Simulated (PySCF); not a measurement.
Computed with B3LYP-D3(BJ)/def2-TZVP (PySCF 2.14.0). All species are isolated molecules in the gas phase. B3LYP has the VWN-RPA correlation part, as in Gaussian. Excitations are Tamm–Dancoff values on a coarser integration grid. The basis has no diffuse functions, so Rydberg states are missing or too high.

Reference species (SMILES): `CB(C)C` (neutral, multiplicity 1).

| Quantity | Value |
|---|---|
| dipole moment | 0.02 D |
| brightest of the four lowest singlets (TDA) | 7.86 eV |

Changed species: `CB(C)N` (1 of 3 CH3 replaced by NH2; the reference has 0 of 3 CH3 replaced by NH2).

What does the change do to the dipole moment and brightest of the four lowest singlets (TDA)?

the dipole moment increases by 1.26 D, to 1.28 D; the brightest of the four lowest singlets (TDA) falls by 0.08 eV, to 7.78 eV.
